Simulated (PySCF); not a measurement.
First SCF of a structure search on singlet BrHfN, at a hand-made linear geometry. PySCF input:

```python
from pyscf import gto, scf, dft
mol = gto.M(atom='''
Hf     0.000000     0.000000     0.000000
N      0.000000     0.000000    -1.880000
Br     0.000000     0.000000     2.660000''',
    basis={'Hf': 'def2-TZVP', 'N': 'def2-TZVP', 'Br': 'def2-TZVP'},
    ecp={'Hf': 'def2-TZVP'},
    charge=0, spin=0)
mf = dft.RKS(mol, xc='PBE0')
mf.grids.atom_grid = (50, 194)
aux = {'Hf': 'def2-universal-JKFIT', 'N': 'def2-universal-JKFIT', 'Br': 'def2-universal-JKFIT'}
mf = mf.density_fit(auxbasis=aux)
mf.conv_tol = 1e-08
mf.diis_space = 10
mf.max_cycle = 60
mf.init_guess = 'minao'
mf.verbose = 4
mf.kernel()
```

Excerpt of the output (cycles and frontier levels):

```
init E= -2657.08263822671
  HOMO = -0.424225874079263  LUMO = -0.331446776042668  gap/eV = 2.52465
cycle= 1 E= -2676.26249852224  delta_E= -19.2  |g|= 0.963  |ddm|= 6.45
cycle= 2 E= -2672.96729935206  delta_E=  3.3  |g|= 2.82  |ddm|= 2.91
  HOMO = -0.196045577106233  LUMO = -0.11987335620708  gap/eV = 2.07275
cycle= 3 E= -2676.37039345209  delta_E= -3.4  |g|= 0.618  |ddm|= 2.87
  HOMO = -0.237490397665593  LUMO = -0.169129742089045  gap/eV = 1.86019
cycle= 4 E= -2676.47854514983  delta_E= -0.108  |g|= 0.162  |ddm|= 0.555
  HOMO = -0.212065638945473  LUMO = -0.140136081570354  gap/eV = 1.95730
cycle= 5 E= -2676.48441362336  delta_E= -0.00587  |g|= 0.0909  |ddm|= 0.278
  HOMO = -0.217793469255629  LUMO = -0.142572630668389  gap/eV = 2.04686
cycle= 6 E= -2676.48647393062  delta_E= -0.00206  |g|= 0.0594  |ddm|= 0.13
  HOMO = -0.220786273445334  LUMO = -0.143935790309878  gap/eV = 2.09121
cycle= 7 E= -2676.48678763467  delta_E= -0.000314  |g|= 0.0466  |ddm|= 0.0241
  HOMO = -0.221834467161008  LUMO = -0.144033719381871  gap/eV = 2.11707
cycle= 8 E= -2676.4870207877  delta_E= -0.000233  |g|= 0.0376  |ddm|= 0.0252
  HOMO = -0.224746780869468  LUMO = -0.144609136660363  gap/eV = 2.18066
cycle= 9 E= -2676.4873867635  delta_E= -0.000366  |g|= 0.00614  |ddm|= 0.055
  HOMO = -0.224970283918693  LUMO = -0.144566872366363  gap/eV = 2.18789
cycle= 10 E= -2676.48739514269  delta_E= -8.38e-06  |g|= 0.00164  |ddm|= 0.00323
  HOMO = -0.225009152546235  LUMO = -0.144524818784093  gap/eV = 2.19009
cycle= 11 E= -2676.48739594106  delta_E= -7.98e-07  |g|= 0.00169  |ddm|= 0.005
  HOMO = -0.224846390733052  LUMO = -0.144462807340035  gap/eV = 2.18735
cycle= 12 E= -2676.48739683461  delta_E= -8.94e-07  |g|= 7.13e-05  |ddm|= 0.00334
  HOMO = -0.224850460554413  LUMO = -0.144459990730229  gap/eV = 2.18754
cycle= 13 E= -2676.48739683669  delta_E= -2.09e-09  |g|= 1.38e-05  |ddm|= 0.000161
  HOMO = -0.224848473123795  LUMO = -0.144460663995476  gap/eV = 2.18746
Extra cycle  E= -2676.48739683641  delta_E= 2.81e-10  |g|= 4.02e-05  |ddm|= 3.36e-05
converged SCF energy = -2676.48739683641
```

No lower solution of this spin was found from smeared starts or by a stability analysis within the restricted form, which does not test spin polarisation.

With an element this heavy the missing spin–orbit coupling can shift these numbers.

The search for the lowest solution, 3 starts and the stability check together, took 7.5 s on 4 threads of a shared Arm Neoverse V2 host, with 119 basis functions; the process peaked at 0.43 GiB. Launch command: `OMP_NUM_THREADS=4 python axn.py task.json out`.
